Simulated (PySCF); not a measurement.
## Dipole response of P⁺ (phosphorus, charge +1)

[Ne] 3s2 3p2, high-spin 3P determinant. All numbers are calculated (PySCF 2.14, scalar relativity by spin-free X2C-1e, in aug-cc-pVQZ-DK (7s6p4d3f2g, 84 functions)). Coupled (time-dependent) response in atomic units; α is the mean over directions.

```
method  mean α (bohr³)         α xx, yy, zz  C₆ (like pair)  S(−4)
   UHF           14.39  13.97, 14.60, 14.60           74.45  69.13
   PBE           14.37  13.70, 14.71, 14.71           74.01  68.15
  PBE0           14.24  13.68, 14.53, 14.53           73.26  66.25
 wB97X           13.98  13.55, 14.20, 14.20           71.42  63.28
   M06           14.31  13.58, 14.68, 14.68           71.51  72.17
```

S(−4) is the Cauchy moment in α(ω) = α(0) + S(−4) ω² + …

α(iu) at UHF:

| u (hartree) | α(iu) (bohr³) |
| --- | --- |
| 0 | 14.39 |
| 0.0500 | 14.22 |
| 0.100 | 13.74 |
| 0.200 | 12.14 |
| 0.300 | 10.22 |
| 0.500 | 6.862 |
| 0.750 | 4.244 |
| 1.00 | 2.801 |
| 1.50 | 1.459 |
| 2.00 | 0.8986 |
| 3.00 | 0.4532 |
| 5.00 | 0.1956 |

A single London oscillator, α(iu) = α/(1 + u²/ω²), gives C₆ = (3/4) ω α². Matching the computed C₆ needs ω = 4 × 74.45 / (3 × 14.39²) = 0.479 hartree.

For an ion, C₆ is the dispersion term alone; charge-induced terms of lower order in 1/R come first.

The components differ because the open shell of this determinant is not spherical; for a pure term their mean is the scalar polarisability.
